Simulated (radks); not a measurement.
Values are calculated unless marked as measured or tabulated.
Task: Species: Bi XVII. Configuration: [Kr] 4d10 4f14 5s2 5p5 (the NIST ground configuration). Level of theory: non-relativistic Kohn-Sham, PBE, spin-polarised, spherical densities, point nucleus; open shells are filled with parallel spins first (spin-orbit coupling, left out, can overturn this in heavy ions); relativity is left out, which matters for an element this heavy (a radial shooting solver on a logarithmic mesh with Libxc functionals). Some entries of the table are withheld. Estimate them.

| orbital | occ. | eigenvalue (eV) | r(max) (bohr) |
|---|---|---|---|
| 1s up | 1 | -81358.73 | 0.01210 |
| 1s down | 1 | -81358.54 | 0.01210 |
| 2s up | 1 | -14027.56 | 0.06568 |
| 2s down | 1 | -14027.47 | 0.06568 |
| 2p up | 3 | -13528.10 | 0.05090 |
| 2p down | 3 | -13527.94 | 0.05090 |
| 3s up | 1 | -3612.020 | 0.1788 |
| 3s down | 1 | -3611.906 | 0.1788 |
| 3p up | 3 | -3373.736 | 0.1679 |
| 3p down | 3 | -3373.593 | 0.1679 |
| 3d up | 5 | -2929.408 | 0.1315 |
| 3d down | 5 | -2929.267 | 0.1315 |
| 4s up | 1 | -1059.976 | 0.3954 |
| 4s down | 1 | -1059.738 | 0.3954 |
| 4p up | 3 | -954.5668 | 0.3935 |
| 4p down | 3 | -954.3086 | 0.3935 |
| 4d up | 5 | -759.7570 | 0.3835 |
| 4d down | 5 | -759.4727 | 0.3836 |
| 4f up | 7 | -494.5921 | 0.3354 |
| 4f down | 7 | -494.2586 | 0.3353 |
| 5s up | 1 | -421.0628 | 0.8249 |
| 5s down | 1 | -419.3794 | 0.8242 |
| 5p up | 3 | (1) | 0.8531 |
| 5p down | 2 | (2) | 0.8525 |
| 5d up | 0 | -310.7484 | 0.9190 |
| 5d down | 0 | -309.1253 | 0.9189 |
| 6s up | 0 | -226.3139 | 1.523 |
| 6s down | 0 | -225.6378 | 1.524 |

Result: 
(1) 5p up eigenvalue (eV): -381.0178
(2) 5p down eigenvalue (eV): -379.3322
